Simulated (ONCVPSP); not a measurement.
## Li, ONCV: configuration errors across variants

```json
{
  "Element": "lithium",
  "Generator": "ONCVPSP 4.0.1",
  "Type": "optimised norm-conserving Vanderbilt (ONCV)",
  "Functional": "PBE",
  "Relativity": "scalar-relativistic",
  "Frozen core": "none",
  "Valence charge": "3",
  "Reference configuration": "1s2 2s1",
  "Partial waves": "1s+2s: rc 1.15 bohr, ncon 4, nbas 8, qcut 10.8 1/bohr, 2 projectors; p scattering state at 0.05 Ha: rc 1.10 bohr, ncon 4, nbas 8, qcut 7.2 1/bohr, 2 projectors, debl 3.6 Ha",
  "Local potential": "polynomial inside 1.05 bohr (lpopt 5, dvloc0 0 Ha)",
  "Core correction": "none"
}
```

All-electron excitation energies from the reference (eV): (1) 1s2 2s0 5.296; (2) 1s2 2s0.5 2.049; (3) 1s2 2s0 2p1 1.787; (4) 1s1 2s1 68.407.

Errors AE − PS in meV (a dash: test not solved or not reliable):

```csv
change,(1),(2),(3),(4),bound ghosts,GHOST(+) flags above zero
base,+0.3,0.0,+0.4,+841,none,none
"all radii scaled by about 0.80 (s 0.92, p 0.88 bohr); local potential polynomial inside 0.84 bohr (lpopt 5, dvloc0 0 Ha)",+0.2,0.0,+0.3,+528,none,none
"all radii scaled by about 0.87 (s 1.00, p 0.96 bohr); local potential polynomial inside 0.92 bohr (lpopt 5, dvloc0 0 Ha)",+0.3,0.0,+0.3,+631,none,none
"all radii scaled by about 0.95 (s 1.10, p 1.04 bohr); local potential polynomial inside 1.00 bohr (lpopt 5, dvloc0 0 Ha)",+0.3,0.0,+0.4,+773,none,none
"all radii scaled by about 1.09 (s 1.26, p 1.20 bohr); local potential polynomial inside 1.16 bohr (lpopt 5, dvloc0 0 Ha)",+0.3,+0.1,+0.5,+1023,none,none
"all radii scaled by about 1.16 (s 1.32, p 1.28 bohr); local potential polynomial inside 1.22 bohr (lpopt 5, dvloc0 0 Ha)",+0.3,+0.1,+0.5,+1118,none,none
"all radii scaled by about 1.31 (s 1.50, p 1.44 bohr); local potential polynomial inside 1.38 bohr (lpopt 5, dvloc0 0 Ha)",+0.4,+0.1,+0.6,+1611,none,none
```

(1) Give the same row for: all radii scaled by about 1.22 (s 1.40, p 1.34 bohr); local potential polynomial inside 1.28 bohr (lpopt 5, dvloc0 0 Ha).

## Answers

(1) +0.4, +0.1, +0.5, +1290; bound ghosts: none; GHOST(+) flags above zero: none.
